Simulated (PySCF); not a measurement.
## Electronic structure of B (boron, neutral) at the UHF level

Configuration: [He] 2s1 2p1 3d1, one real determinant (an excited configuration). Calculation: PySCF 2.14, in aug-cc-pVTZ with one added diffuse shell each of s, p, d, f type (6s5p4d3f, 62 functions); the non-relativistic Hamiltonian (point nucleus).

- Total energy: -24.176715 hartree
- One-electron energy: -30.7671 hartree
- Hartree (Coulomb) energy: 10.2544 hartree
- Exchange energy: -3.6640 hartree
- Kinetic energy: 24.18408 hartree
- ⟨S²⟩: 3.7500
- ⟨L²⟩: 8.014
- Sum of ⟨r⟩: 12.81 bohr
- Sum of ⟨r²⟩: 89.75 bohr²
- Traceless quadrupole moment −½Σ⟨3z² − r²⟩ along its main axis: 21.6 e·bohr²
- Density at the nucleus (Gaussians lack the cusp): 68.1 bohr⁻³
- Spin density at the nucleus: 1.78 bohr⁻³
- Langevin diamagnetic susceptibility: -71.1 ×10⁻⁶ cm³/mol

```tsv
shell	electrons	mean orbital energy (eV)	rms radius, mean of both spins (bohr)
1s α	1	-219.41	0.379
1s β	1	-217.45	0.379
2s α	1	-23.143	1.92
2p α	1	-17.031	1.98
3d α	1	-1.514	9.05
```

⟨L²⟩ = 8.01 against 12 for a pure F term, so this real determinant mixes terms. The outer electron is Rydberg-like, and this basis confines it to a smaller radius and binds it less than a complete one would.

Spin-orbit constants ζ (cm⁻¹) from the X2C one-electron operator on these orbitals (non-relativistic here): bare nucleus, nucleus screened by l(l+1)(2l+1)/3 electrons, and screened by the Breit-Pauli mean field of the electrons.

```csv
shell,bare,screened nucleus,mean field
2p,32.80,19.68,14.80
3d,0.1236,0.02472,0.01821
```

To first order the Landé constant is A = 1.648 cm⁻¹, so the lowest level has J = 3/2 and lies 0.00123 eV below the centre of the term. This holds in LS coupling only.
